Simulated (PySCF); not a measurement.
## First hyperpolarisability: `C(/C=C(\C(=C)F)F)=O`, C5H4F2O

Molfile (atoms numbered from 1):
```
C5H4F2O
     RDKit          3D

 12 11  0  0  0  0  0  0  0  0999 V2000
   -2.3209   -0.3706   -0.2555 C   0  0  0  0  0  0  0  0  0  0  0  0
   -1.0440   -0.3272    0.1276 C   0  0  0  0  0  0  0  0  0  0  0  0
   -0.6380   -0.9709    1.2206 F   0  0  0  0  0  0  0  0  0  0  0  0
    0.0087    0.3998   -0.5816 C   0  0  0  0  0  0  0  0  0  0  0  0
   -0.4668    1.0237   -1.6559 F   0  0  0  0  0  0  0  0  0  0  0  0
    1.3226    0.5176   -0.3088 C   0  0  0  0  0  0  0  0  0  0  0  0
    2.0875   -0.0612    0.8045 C   0  0  0  0  0  0  0  0  0  0  0  0
    3.2714    0.1489    0.9280 O   0  0  0  0  0  0  0  0  0  0  0  0
   -2.6378    0.1587   -1.1521 H   0  0  0  0  0  0  0  0  0  0  0  0
   -3.0474   -0.9358    0.3294 H   0  0  0  0  0  0  0  0  0  0  0  0
    1.9083    1.1275   -1.0027 H   0  0  0  0  0  0  0  0  0  0  0  0
    1.5358   -0.7002    1.5268 H   0  0  0  0  0  0  0  0  0  0  0  0
  1  2  2  0
  2  3  1  0
  2  4  1  0
  4  5  1  0
  4  6  2  0
  6  7  1  0
  7  8  2  0
  1  9  1  0
  1 10  1  0
  6 11  1  0
  7 12  1  0
M  END
```

Method used: quadratic response CAM-B3LYP/aug-cc-pVDZ first hyperpolarisability, Taylor convention, gas phase (PySCF). Geometry: PBE0-D3(BJ)/def2-SVP.

(1) What is the first hyperpolarisability, and how does it disperse?

(2) Which lowest excitations, dipole and polarisabilities go with it?

Answers

(1) In au, Taylor convention; the vector part is βᵢ = ⅓ Σⱼ (βᵢⱼⱼ + βⱼᵢⱼ + βⱼⱼᵢ); β∥ is 3/5 of the vector part along the dipole, the dipole points from − to +:
```
                   process  λ (nm)  β vector norm     β∥  β HRS  depolarisation ratio
           static β(0;0,0)       ∞          155.3   84.8   76.7                  3.24
second harmonic β(−2ω;ω,ω)    1907          179.5   99.4   86.5                  3.39
         Pockels β(−ω;ω,0)    1907          162.9   89.4      –                     –
second harmonic β(−2ω;ω,ω)    1064          251.9  143.1  116.1                  3.70
         Pockels β(−ω;ω,0)    1064          181.4  100.5      –                     –
```

(2) S1 3.64 eV (f = 0.000); S2 5.12 eV (f = 0.733); S3 6.42 eV (f = 0.015); dipole 3.98 D; isotropic α 75.0 au static, 75.5 au at 1907 nm, 76.5 au at 1064 nm, 76.9 au at 953.5 nm, 81.9 au at 532 nm.
